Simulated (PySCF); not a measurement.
# ICl₂: from structure and modes to constants

All numbers come from UPBE0 in PySCF with I def2-TZVP with ECP28, Cl def2-TZVP; scalar-relativistic core potentials, no spin–orbit coupling; density-fitted integrals.

The doublet minimum has C2v symmetry. Masses (u): I 126.90447, Cl 34.96885.

```xyz
3
charge 0 multiplicity 2, angstrom
I     0.0000    0.0000   -0.2141
Cl    2.3443    0.0000    0.3908
Cl   -2.3443    0.0000    0.3908
```

Harmonic wavenumbers (cm⁻¹): 91.0 (a1, ×1), 290.6 (b2, ×1), 316.8 (a1, ×1).

**Question.** What is the harmonic zero-point energy?

**Answer.** Half the sum of all 3 wavenumbers, 698/2 = 349 cm⁻¹, which is 4.2 kJ/mol (1 cm⁻¹ = 0.0119627 kJ/mol).

**Question.** Find the vibrational entropy and heat capacity at 298.15 K.

**Answer.** With u = 1.43878 ω/T, each mode gives S = R[u/(eᵘ−1) − ln(1−e⁻ᵘ)] and C = R u² eᵘ/(eᵘ−1)².
```json
{"ω (cm⁻¹)": "91.0", "u": "0.439", "S (J/(mol K))": "15.22", "C (J/(mol K))": "8.18"}
{"ω (cm⁻¹)": "290.6", "u": "1.402", "S (J/(mol K))": "6.15", "C (J/(mol K))": "7.08"}
{"ω (cm⁻¹)": "316.8", "u": "1.529", "S (J/(mol K))": "5.55", "C (J/(mol K))": "6.87"}
```
The sums over all modes are S = 26.9 and C = 22.1 J/(mol K); the softest mode gives 57 % of the entropy.

Only a few start shapes were tried, so a lower isomer may exist. Spin–orbit coupling, left out here, can matter for elements this heavy.
